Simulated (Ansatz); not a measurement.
Reactions of GeH6O3Si (`O[SiH2][O][GeH2][OH]`).

Gas-phase electronic energies from Ansatz, PBE0-D4/def2-TZVP geometries. CCSD(T)/CBS adds triple-zeta CCSD(T) − MP2 to the extrapolated MP2 energy (def2 sets, frozen cores). This one scheme is used for every species, atoms too. DFT in def2-TZVPP. No spin–orbit coupling; open shells (•) take unrestricted orbitals. Spin–orbit coupling would lower the free atoms: a little for Cl. Bonds to Br, Ge, Zn are less sure, by a few kJ/mol each and by 10 to 20 or more in all where they break to atoms, as the def2 sets lack core-valence functions. Scalar relativity is left out up to krypton. Each species was taken in one conformer, which may not be the lowest.

```json
{"reaction": "`O[SiH2][O][GeH2][OH]` + H–F → `O[SiH2]F` + `[OH][GeH2][OH]`", "CCSD(T)/CBS(def2) (kJ/mol)": "-22"}
{"reaction": "`O[SiH2][O][GeH2][OH]` + H₂S → `O[SiH2]S` + `[OH][GeH2][OH]`", "CCSD(T)/CBS(def2) (kJ/mol)": "62"}
{"reaction": "`O[SiH2][O][GeH2][OH]` + `C=C[SiH2]N` → `C=C[SiH2]N[SiH2]O` + `[OH][GeH2][OH]`", "CCSD(T)/CBS(def2) (kJ/mol)": "53"}
{"reaction": "`O[SiH2][O][GeH2][OH]` + `C[BH][ZnH]` → `O[SiH2][BH][ZnH]` + `C[O][GeH2][OH]`", "CCSD(T)/CBS(def2) (kJ/mol)": "?"}
{"reaction": "`O[SiH2][O][GeH2][OH]` + `O[SiH](F)N[SiH3]` → `O[SiH2]N[SiH](O)F` + `[OH][GeH2][O][SiH3]`", "CCSD(T)/CBS(def2) (kJ/mol)": "3"}
{"reaction": "`O[SiH2][O][GeH2][OH]` + `[CH3]`• → `O[SiH][O][GeH2][OH]`• + CH₄", "CCSD(T)/CBS(def2) (kJ/mol)": "-58"}
{"reaction": "`O[SiH2][O][GeH2][OH]` + `C[SiH](O)O` → `C[SiH](O)[O][GeH2][OH]` + `O[SiH2]O`", "CCSD(T)/CBS(def2) (kJ/mol)": "?"}
{"reaction": "`O[SiH2][O][GeH2][OH]` + `F[SiH](F)[SiH3]` → `[OH][GeH2][SiH3]` + `O[SiH2]O[SiH](F)F`", "CCSD(T)/CBS(def2) (kJ/mol)": "-106"}
{"reaction": "`O[SiH2][O][GeH2][OH]` + Cl• → `O[SiH][O][GeH2][OH]`• + HCl", "CCSD(T)/CBS(def2) (kJ/mol)": "?"}
{"reaction": "`O[SiH2][O][GeH2][OH]` + `[Br][AlH][Br]` → `O[SiH2][O][GeH3]` + `[OH][Al]([Br])[Br]`", "CCSD(T)/CBS(def2) (kJ/mol)": "-92"}
```

Fill in the missing values. (An estimate is asked.)

The calculation gave: `O[SiH2][O][GeH2][OH]` + `C[BH][ZnH]` → `O[SiH2][BH][ZnH]` + `C[O][GeH2][OH]`: +239.3 kJ/mol; `O[SiH2][O][GeH2][OH]` + `C[SiH](O)O` → `C[SiH](O)[O][GeH2][OH]` + `O[SiH2]O`: -6.5 kJ/mol; `O[SiH2][O][GeH2][OH]` + Cl• → `O[SiH][O][GeH2][OH]`• + HCl: -36.7 kJ/mol.

Largest T1 diagnostic: 0.014, for `O[SiH2][BH][ZnH]`.
